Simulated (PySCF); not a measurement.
BBr3, charge +1, multiplicity 2. Atoms are numbered in the order given.

```xyz
4

B      0.0000     0.0000     0.0000
Br     1.8947     0.0000     0.0000
Br    -0.9473    -1.6408     0.0000
Br    -0.9473     1.6408     0.0000
```
Charge +1, spin multiplicity 2.

Coordinates come from a PBE-D3(BJ)/def2-SVP optimisation. The multiplicity is an assumed one; no other spin state was optimised. The isomer is the one that the SMILES or the coordinates give; other isomers of the formula were not compared.

Computed with PySCF with PBE/def2-TZVP.

ESP charges are fitted to the potential on shells at 1.4 to 2.0 van der Waals radii. Atomic charges (e):

| atom | Mulliken | ESP fit | Mulliken spin |
|---|---|---|---|
| B1 | 0.00 | -0.36 | -0.07 |
| Br2 | 0.33 | 0.45 | 0.36 |
| Br3 | 0.33 | 0.45 | 0.36 |
| Br4 | 0.33 | 0.45 | 0.36 |

Give the Mayer and Wiberg (Löwdin basis) orders of the bonds. (The exact figures need the calculation; the answer reports its results.)


```
bond    Mayer  Wiberg
------  -----  ------
B1–Br2   1.35    2.14
B1–Br3   1.35    2.14
B1–Br4   1.35    2.14
```
